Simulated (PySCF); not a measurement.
One of the candidates below gave these computed data.

All candidates are C8H9PS.

- Dipole: 0.80 D [PBE0/pcSseg-1]
- 13C NMR: chemical shifts (computed TMS as zero) by class: 154.9 (1 C), 141.9 (1 C), 139.3 (2 C), 138.7 (1 C), 129.3 (1 C), 43.3 (2 C) ppm [GIAO PBE0/pcSseg-1]
- NMR, other nuclei: isotropic shieldings of nuclei other than C and H, by class: 371 (1 P), 265 (1 S) ppm [GIAO PBE0/pcSseg-1]
- Rotational structure: rotational constants A, B, C: 2.058, 0.812, 0.697 GHz [GFN2-xTB]
- 1H NMR: chemical shifts (computed TMS as zero) by class: 7.58 (1 H), 7.16 (1 H), 6.98 (1 H), 6.30 (2 H), 2.80 (4 H) ppm [GIAO PBE0/pcSseg-1]

Gas-phase values; electronic properties from PySCF, density fitting. Levels stand in brackets. Isolated species at its GFN2-xTB geometry (one conformer only). NMR values are class means; diastereotopic atoms form classes of their own.

Question: Which candidate is it?
A. `CC#CP(C)c1ccsc1`
B. `S=[PH]1Cc2ccccc2C1`
C. `C=Cc1pc(C2CC2)cs1`
D. `C#Cc1pcc(C(C)C)s1`
E. `C1=CCP(c2cccs2)C1`

Answer: E. It is `C1=CCP(c2cccs2)C1`. Numbering: `[CH:1]1=[CH:2][CH2:3][P:4]([c:5]2[cH:6][cH:7][cH:8][s:9]2)[CH2:10]1`. 8 carbons fall into 6 classes; from least to most shielded: substituted aromatic carbon [C5] (154.9 ppm), aromatic CH carbon [C6] (141.9 ppm), alkene CH carbon [C1/C2] (139.3 ppm, 2 C), aromatic CH next to a ring sulfur [C8] (138.7 ppm), aromatic CH carbon [C7] (129.3 ppm), ring sp3 carbon bound to phosphorus [C3/C10] (43.3 ppm, 2 C). Hydrogen classes from least to most shielded: 1 H on an aromatic CH carbon, C6 (7.58 ppm), 1 H on an aromatic CH next to a ring sulfur, C8 (7.16 ppm), 1 H on an aromatic CH carbon, C7 (6.98 ppm), 2 H on 2 alkene CH carbons, C1/C2 (6.30 ppm), 4 H on 2 like atoms (sp3 carbon bound to phosphorus), C3/C10 (2.80 ppm). The other shieldings belong to: 371 ppm, phosphine phosphorus [P4]; 265 ppm, thiophene-type sulfur [S9]. The optimised geometry has point group Cs and is an asymmetric top.

The others, at the same levels:
- `C=Cc1pc(C2CC2)cs1` fails: it has 7 carbon classes against 6; its computed 13C shifts are 193.7 (1 C), 175.3 (1 C), 140.6 (1 C), 128.8 (1 C), 117.2 (1 C), 17.4 (2 C), 15.8 (1 C) ppm, 1H shifts are 7.37 (1 H), 6.89 (1 H), 6.18 (1 H), 5.36 (1 H), 2.30 (1 H), 1.17 (2 H), 0.68 (2 H) ppm and rotational constant A is 2.712 GHz (against 2.058 GHz).
- `S=[PH]1Cc2ccccc2C1` fails: it has 4 carbon classes against 6; its computed 13C shifts are 140.9 (2 C), 133.6 (2 C), 132.5 (2 C), 44.1 (2 C) ppm, 1H shifts are 7.52 (2 H), 7.51 (2 H), 7.18 (1 H), 3.32 (2 H), 3.23 (2 H) ppm and rotational constant A is 3.232 GHz (against 2.058 GHz).
- `C#Cc1pcc(C(C)C)s1` fails: it has 7 carbon classes against 6; its computed 13C shifts are 178.6 (1 C), 168.3 (1 C), 146.2 (1 C), 103.2 (1 C), 83.5 (1 C), 40.3 (1 C), 30.5 (2 C) ppm, 1H shifts are 7.73 (1 H), 4.06 (1 H), 3.15 (1 H), 1.44 (6 H) ppm and rotational constant A is 1.958 GHz (against 2.058 GHz).
- `CC#CP(C)c1ccsc1` fails: it has 8 carbon classes against 6; its computed 13C shifts are 147.2 (1 C), 135.8 (1 C), 134.1 (1 C), 129.5 (1 C), 109.2 (1 C), 86.5 (1 C), 17.2 (1 C), 6.2 (1 C) ppm, 1H shifts are 7.45 (1 H), 7.22 (1 H), 6.75 (1 H), 2.13 (3 H), 1.67 (3 H) ppm and rotational constant A is 1.586 GHz (against 2.058 GHz).

Each candidate is one conformer, not necessarily the lowest. Dipoles, sizes and rotational constants follow the conformer. The torsions of the flexible species, by atom-mapped SMILES:
- `[CH2:1]=[CH:2][c:3]1[p:4][c:5]([CH:6]2[CH2:7][CH2:8]2)[cH:9][s:10]1`: C1–C2–C3–P4 -179°, P4–C5–C6–C7 -148°
- `[CH:1]#[C:2][c:3]1[p:4][cH:5][c:6]([CH:7]([CH3:8])[CH3:9])[s:10]1`: C5–C6–C7–C8 -121°
- `[CH3:1][C:2]#[C:3][P:4]([CH3:5])[c:6]1[cH:7][cH:8][s:9][cH:10]1`: C3–P4–C6–C7 56°

The conformers of `C1=CCP(c2cccs2)C1` and `S=[PH]1Cc2ccccc2C1` aren't listed.
